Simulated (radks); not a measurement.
The lithium ion Li+ inside a hard spherical wall (all orbitals vanish at R), configuration held at [He] and not refilled when levels cross. Calculated with a radial shooting solver on a logarithmic mesh with Libxc functionals: scalar-relativistic Kohn-Sham, r2SCAN, spin-unpolarised, spherical densities, finite nucleus; meta-GGA in the generalised Kohn-Sham scheme; Fermi nuclear charge, rms radius 2.444 fm. Eigenvalues in eV, with the zero of energy where the potential of the charges vanishes at infinity; a dash marks a level that is unbound or too diffuse for the functional's potential to be trusted. A positive occupied level is held by the wall or, in an anion where self-interaction has pushed it up, behind a barrier. The pressure on the wall is -dE/dV.

| R (bohr) | E (hartree) | kinetic (hartree) | e(1s) | e(2s, empty) | e(2p, empty) | pressure (GPa) |
|---|---|---|---|---|---|---|
| free | -7.28244 | 7.248 | -61.925 | - | - | 0 |
| 12 | -7.28244 | 7.248 | -61.925 | - | - | < 0.0001 |
| 10 | -7.28244 | 7.248 | -61.925 | - | - | < 0.0001 |
| 8 | -7.28244 | 7.248 | -61.925 | - | - | < 0.0001 |
| 4 | -7.28242 | 7.248 | -61.923 | 3.441 | 4.427 | 0.0105 |
| 3 | -7.28149 | 7.258 | -61.865 | 11.731 | 9.594 | 0.967 |
| 2.5 | -7.27584 | 7.304 | -61.594 | 23.157 | 16.266 | 9.50 |
